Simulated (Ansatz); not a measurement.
Total energies of (F3Sn)2NH (Sn₂NF₆H) from Ansatz at PBE-D4/def2-TZVP, gas phase (1 Eh = 27.2114 eV = 2625.5 kJ/mol). The reference geometry is relaxed at PBE0-D4/def2-SVP.

Cartesian coordinates in Å:
```
Sn -0.922 -0.787 0.944
F -0.920 -2.507 0.117
F -0.796 -1.198 2.815
F -2.594 0.119 0.796
N 0.736 0.345 0.685
Sn 0.909 0.858 -1.205
F 0.717 2.659 -1.793
F 2.245 0.138 -2.358
F -0.791 -0.104 -1.429
H 1.417 0.478 1.428
```

```csv
state,geometry,energy (Eh)
charge 0 singlet,reference,-1082.90419
charge 1 doublet,reference,-1082.48823
free Sn atom (triplet),–,-214.24935
free F atom (doublet),–,-99.66912
free N atom (quartet),–,-54.53214
free H atom (doublet),–,-0.49962
```

In the def2 sets Sn takes a core potential; there is no spin–orbit coupling.

Task: Work out the vertical ionisation energy to the doublet.

Result: E(charge 1 doublet) − E(charge 0 singlet) = -1082.48823 − (-1082.90419) = 0.41596 Eh = 11.32 eV. For comparison, −ε of the highest occupied level is 8.08 eV at this level, 3.24 eV less.

Task: What is the binding energy per atom against free atoms?

Result: Atoms: 2 × (-214.24935) + 6 × (-99.66912) + 1 × (-54.53214) + 1 × (-0.49962) = -1081.54518 Eh. Binding: -1081.54518 − (-1082.90419) = 1.35901 Eh = 36.98 eV, or 3.70 eV for each of 10 atoms (no zero-point energy, no counterpoise term).

At PBE-D4/def2-TZVP the gap within one spin of the charge 1 doublet nearly closes, so an electron or hole may be smeared out by delocalisation error.
